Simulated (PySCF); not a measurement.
Molecule: `C#[C][GeH2][C]#CC`, C5H6Ge.

Molfile (atoms numbered from 1):
```
C5H6Ge
     RDKit          3D

 12 11  0  0  0  0  0  0  0  0999 V2000
   -3.1273   -1.1666    0.7000 C   0  0  0  0  0  0  0  0  0  0  0  0
   -2.4039   -0.2106    0.4982 C   0  0  0  0  0  0  0  0  0  0  0  0
   -1.2745    1.2879    0.1851 Ge  0  0  0  0  0  4  0  0  0  0  0  0
    0.5188    0.6987    0.0866 C   0  0  0  0  0  0  0  0  0  0  0  0
    1.6715    0.3114    0.0221 C   0  0  0  0  0  0  0  0  0  0  0  0
    3.0437   -0.1545   -0.0546 C   0  0  0  0  0  0  0  0  0  0  0  0
   -3.7662   -2.0133    0.8781 H   0  0  0  0  0  0  0  0  0  0  0  0
   -1.4359    2.2790    1.3456 H   0  0  0  0  0  0  0  0  0  0  0  0
   -1.6826    1.9445   -1.1408 H   0  0  0  0  0  0  0  0  0  0  0  0
    3.7351    0.5765    0.3926 H   0  0  0  0  0  0  0  0  0  0  0  0
    3.1648   -1.1079    0.4829 H   0  0  0  0  0  0  0  0  0  0  0  0
    3.3486   -0.3144   -1.1005 H   0  0  0  0  0  0  0  0  0  0  0  0
  1  2  3  0
  2  3  1  0
  3  4  1  0
  4  5  3  0
  5  6  1  0
  1  7  1  0
  3  8  1  0
  3  9  1  0
  6 10  1  0
  6 11  1  0
  6 12  1  0
M  END
```

Geometry PBE0-D3(BJ)/def2-SVP throughout; GIAO in PySCF 2.14.0 with density-fitted response routines, gas phase, one conformer, non-relativistic; equivalent atoms averaged; functional PBE0.

For orientation, cc-pVDZ gives these absolute shieldings σ: C5 91.9, C1 102.6, C4 123.9, C2 118.6, C6 190.7, Ge3 1764.9, H7 29.25, H8/H9 26.62, H10/H11/H12 29.49 ppm.

A run gave: C5 95.4, C1 105.2, C4 127.2, C2 122.4, C6 192.7, Ge3 1879.8, H7 30.18, H8/H9 27.71, H10/H11/H12 30.69 ppm (absolute shieldings σ).

Problem. Which basis set was used in that run?
A. def2-SVP
B. STO-3G
C. def2-TZVP
D. 6-31G

Solution. D. Ge3 tells them apart best: 6-31G gives 1879.8, def2-SVP gives 1725.0, def2-TZVP gives 1601.7, STO-3G gives 2191.8 ppm.
